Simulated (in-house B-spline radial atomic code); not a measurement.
K3+: 1s1 2s2 2p6 3s1 3p6 (with a hole in an inner shell)

Level of theory: Dirac-Kohn-Sham LDA VWN5, spherical fractional occupations, Fermi nucleus of rms radius 3.4349 fm; calculated with a B-spline radial code for spherical atoms.

Effective charges: Z_r = [3n² - l(l+1)]/(2<r>) from the radius, Z_e = n√(-2ε) from the energy, and Slater's rules. Values are occupation-weighted means over j.

```csv
shell,electrons,ε (eV),<r> (bohr),Z_r,Z_e,Slater
1s,1,-3758.3,0.07996,18.76,16.62,19.00
2s,2,-436,0.373,16.09,11.32,15.70
2p,6,-370.89,0.3293,15.18,10.44,15.70
3s,1,-77.872,1.141,11.83,7.18,9.10
3p,6,-60.2,1.203,10.39,6.31,9.10
```

The least bound orbital is 3p3/2 at -60.06 eV, and it is also the most diffuse (<r> = 1.205 bohr). The part-filled 1s shell lies below the filled 3p shell in orbital energy.

Spin-orbit splittings of the orbital energies (j = l + 1/2 above j = l - 1/2 when positive): 2p 3.489 eV, 3p 0.413 eV.

For the 1s electron the small component carries 0.47 % of the norm, the zero-frequency Breit interaction raises the level by 2.048 eV, self-energy by 1.427 eV, and vacuum polarisation lowers it by 0.1027 eV.
